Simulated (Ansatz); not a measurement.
`OC#C[O][GaH2]` + HCl → `[Cl][GaH2]` + `OC#CO` at 500 K and 1 bar (ligand exchange at a Ga–O bond).

Calculated with Ansatz (gas phase, PBE0-D4/def2-TZVP geometries, no zero-point term in ΔE). CCSD(T)/CBS adds triple-zeta CCSD(T) − MP2 to the extrapolated MP2 energy (def2 sets, frozen cores). This one scheme is used for every species. For Ga outer-core shells are correlated without core-valence functions, which leaves a few kJ/mol of doubt a bond. Scalar relativity is left out up to krypton. One conformer a species, not always the lowest.

| species | CCSD(T)/CBS energy (Eh) | H − E (kJ/mol) | S (J/(mol·K)) |
| --- | --- | --- | --- |
| `OC#C[O][GaH2]` | -2152.09063 | 152.6 | 414.4 |
| HCl | -460.38127 | 32.5 | 201.9 |
| `[Cl][GaH2]` | -2384.95520 | 61.3 | 294.0 |
| `OC#CO` | -227.53355 | 129.9 | 314.7 |

H − E and S are ideal-gas, rigid-rotor, harmonic terms from PBE0-D4/def2-TZVP, for one conformer and one mirror image of each species. 1 Eh = 2625.50 kJ/mol, R = 8.31446 J/(mol·K).

Task: By hand: ΔE, ΔH, ΔS and ΔG.

Result: ΔE = (-2384.95520) + (-227.53355) − (-2152.09063) − (-460.38127) = -0.01685 Eh = -44.2 kJ/mol. Δ(H − E) = 61.3 + 129.9 − 152.6 − 32.5 = 6.1, so ΔH = -38.1 kJ/mol. ΔS = 294.0 + 314.7 − 414.4 − 201.9 = -7.6 J/(mol·K). ΔG = -38.1 − 500 × (-7.6)/1000 = -34.3 kJ/mol.

Task: By hand: the equilibrium constant, and the temperature at which ΔG would vanish if ΔH and ΔS stayed fixed.

Result: log₁₀ K = −ΔG/(RT ln 10) = 3.6. ΔG = 0 at ΔH/ΔS = 5013 K, far beyond where these terms or the molecules hold.

The number of gas molecules stays the same, so ΔS is small and ΔH decides. A doubt of 5 kJ/mol in ΔE shifts log₁₀ K by 0.5 here. Other conformers and mirror images would add mixing entropy, several J/(mol·K) or more a flexible species. These are equilibria of isolated gas molecules and say nothing of rates. Largest T1 diagnostic: 0.015 (customary marks: 0.02 for closed shells, 0.045 for open ones).
